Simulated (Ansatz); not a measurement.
Relaxation of C₂H₅BOS (10 atoms, charge 0, multiplicity 1), to a largest force component of 0.02 eV/Å in at most 50 steps.

These are results of RKS PBE0-D4/def2-SVP (Ansatz), not measurements.

```xyz
10
Properties=species:S:1:pos:R:3:forces:R:3
O -1.565 0.848 0.328 -3.66 3.33 -0.16
C -0.691 0.074 -0.346 3.73 -2.80 -3.92
C 0.271 -0.516 0.599 2.20 -0.02 0.60
B 1.722 0.113 -0.024 -6.05 1.05 -1.00
S 0.514 1.051 -1.253 1.96 -0.20 0.79
H -2.234 1.240 -0.386 1.11 -1.10 3.24
H -1.439 0.563 1.268 -1.35 0.99 0.30
H 0.202 -0.143 1.649 -0.36 -0.10 0.14
H 0.318 -1.611 0.604 -0.10 -0.35 0.37
H 2.692 -0.421 -0.182 2.53 -0.80 -0.38
```

**Question.** Where does it end, and by what steps?

**Answer.** It converged. After 23 steps the energy has fallen by 2.892 eV; H7 moved furthest, 1.20 Å. Parted: O1–C2.

```
step  energy less start (eV)  largest force component (eV/Å)  accepted
   0                  0.0000                           6.051       yes
   1                 -1.3419                           2.102       yes
   2                 -1.9825                           1.413       yes
   3                 -2.1997                           0.910       yes
   4                 -2.3265                           0.582       yes
   5                 -2.3654                           2.329       yes
   6                 -2.5217                           0.535       yes
   7                 -2.5619                           0.487       yes
   8                 -2.6368                           1.400       yes
   9                 -2.6715                           1.327       yes
  10                 -2.6908                           2.001       yes
  11                 -2.8159                           0.389       yes
  12                 -2.8396                           0.241       yes
  13                 -2.8324                           1.217        no
  14                 -2.8627                           0.114       yes
  15                 -2.8725                           0.214       yes
  16                 -2.8779                           0.619       yes
  17                 -2.8816                           0.325       yes
  18                 -2.8891                           0.304       yes
  19                 -2.8911                           0.095       yes
  20                 -2.8896                           0.146        no
  21                 -2.8917                           0.041       yes
  22                 -2.8919                           0.027       yes
  23                 -2.8920                           0.020       yes
```

```xyz
10
Properties=species:S:1:pos:R:3
O -2.291 1.395 0.555
C -0.197 0.133 -0.444
C 0.553 -0.569 0.653
B 1.798 -0.219 -0.231
S 1.038 1.233 -0.989
H -1.961 0.867 -0.200
H -2.623 0.714 1.150
H 0.545 0.095 1.531
H 0.231 -1.583 0.930
H 2.698 -0.867 -0.698
```

Run time: 51 s on 2 threads of Arm Neoverse V2 (shared host), peak memory 0.2 GiB.
